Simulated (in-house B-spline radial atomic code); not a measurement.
Ionisation energies along the 2-electron series, configuration 1s2, as differences of self-consistent energies. NIST's values go from ground level to ground level; the uncertainty of those that are theory runs from under 0.1 % in few-electron ions to several per cent in heavy many-electron ones. Computed with a B-spline radial code for spherical atoms: non-relativistic Hartree-Fock, average of the configuration, point nuclei.

```json
{"ion": "He", "configuration after": "1s1", "ionisation energy (eV)": "23.4", "IE/(q+1)² (eV)": "23.448", "-ε less Coulomb ΔSCF (eV)": "1.5313", "tabulated value (eV)": "24.58739", "tabulated kind": "measured", "computed minus tabulated (eV)": "-1.1"}
{"ion": "Li+", "configuration after": "1s1", "ionisation energy (eV)": "74.5", "IE/(q+1)² (eV)": "18.615", "-ε less Coulomb ΔSCF (eV)": "1.5225", "tabulated value (eV)": "75.6401", "tabulated kind": "tabulated theory", "computed minus tabulated (eV)": "-1.2"}
{"ion": "Be2+", "configuration after": "1s1", "ionisation energy (eV)": "152.7", "IE/(q+1)² (eV)": "16.966", "-ε less Coulomb ΔSCF (eV)": "1.5188", "tabulated value (eV)": "153.8962", "tabulated kind": "tabulated theory", "computed minus tabulated (eV)": "-1.2"}
{"ion": "B3+", "configuration after": "1s1", "ionisation energy (eV)": "258.1", "IE/(q+1)² (eV)": "16.133", "-ε less Coulomb ΔSCF (eV)": "1.5169", "tabulated value (eV)": "259.3744", "tabulated kind": "tabulated theory", "computed minus tabulated (eV)": "-1.2"}
{"ion": "C4+", "configuration after": "1s1", "ionisation energy (eV)": "390.8", "IE/(q+1)² (eV)": "15.632", "-ε less Coulomb ΔSCF (eV)": "1.5156", "tabulated value (eV)": "392.0906", "tabulated kind": "tabulated theory", "computed minus tabulated (eV)": "-1.3"}
{"ion": "N5+", "configuration after": "1s1", "ionisation energy (eV)": "550.7", "IE/(q+1)² (eV)": "15.296", "-ε less Coulomb ΔSCF (eV)": "1.5148", "tabulated value (eV)": "552.0674", "tabulated kind": "tabulated theory", "computed minus tabulated (eV)": "-1.4"}
{"ion": "O6+", "configuration after": "1s1", "ionisation energy (eV)": "?", "IE/(q+1)² (eV)": "?", "-ε less Coulomb ΔSCF (eV)": "?", "tabulated value (eV)": "?", "tabulated kind": "tabulated theory", "computed minus tabulated (eV)": "?"}
{"ion": "F7+", "configuration after": "1s1", "ionisation energy (eV)": "?", "IE/(q+1)² (eV)": "?", "-ε less Coulomb ΔSCF (eV)": "?", "tabulated value (eV)": "?", "tabulated kind": "tabulated theory", "computed minus tabulated (eV)": "?"}
{"ion": "Ne8+", "configuration after": "1s1", "ionisation energy (eV)": "1193.5", "IE/(q+1)² (eV)": "14.735", "-ε less Coulomb ΔSCF (eV)": "1.5133", "tabulated value (eV)": "1195.808", "tabulated kind": "tabulated theory", "computed minus tabulated (eV)": "-2.3"}
```

Question: Fill in the row of O6+.

Answer: ionisation energy (eV): 737.7; IE/(q+1)² (eV): 15.056; -ε less Coulomb ΔSCF (eV): 1.5142; tabulated value (eV): 739.327; computed minus tabulated (eV): -1.6.

Question: Fill in the row of F7+.

Answer: ionisation energy (eV): 952.0; IE/(q+1)² (eV): 14.875; -ε less Coulomb ΔSCF (eV): 1.5137; tabulated value (eV): 953.8983; computed minus tabulated (eV): -1.9.
